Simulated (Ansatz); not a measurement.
The In1–H2 bond of ClFHIn (SMILES [F][InH][Cl]) is stretched (multiplicity 1, the rest rigid).
Geometry at rest (charge 0, multiplicity 1):
```xyz
4

In    -0.09475    -0.41823     0.20223
H     -1.02124    -1.81325     0.45446
F      1.57815    -0.11257     1.16386
Cl    -0.50233     1.37174    -1.22580
```

Correlated levels freeze the cores. Filled d and f shells under p-block atoms count as core.

Codes used: Ansatz (Gaussian basis) for Hartree–Fock, density functionals and correlated methods. Values without a source in brackets are computed. In def2 rows elements past Kr take small-core potentials, without spin–orbit coupling.

FIC-MRCISD+Q on CASSCF(2,2)/def2-TZVPP, total energies (hartree):

```csv
R (Å),CASSCF,MRCISD,weight c² of the reference
1.694,-748.882672,-749.348506,0.89331
2.964,-748.802536,-749.260562,0.89443
5.419,-748.781147,-749.236838,0.89533
```

**Question.** Add the Davidson correction (E_MRCISD − E_CASSCF)(1 − c²)/c² and give the energies above the first point at the three levels.

**Answer.** 
Corrections (hartree): -0.055638, -0.054060, -0.053273. Above the first point (kcal/mol):
- R = 2.964 Å: CASSCF 50.3, MRCISD 55.2, with the correction 56.2
- R = 5.419 Å: CASSCF 63.7, MRCISD 70.1, with the correction 71.6

Ansatz is a first-principles code.
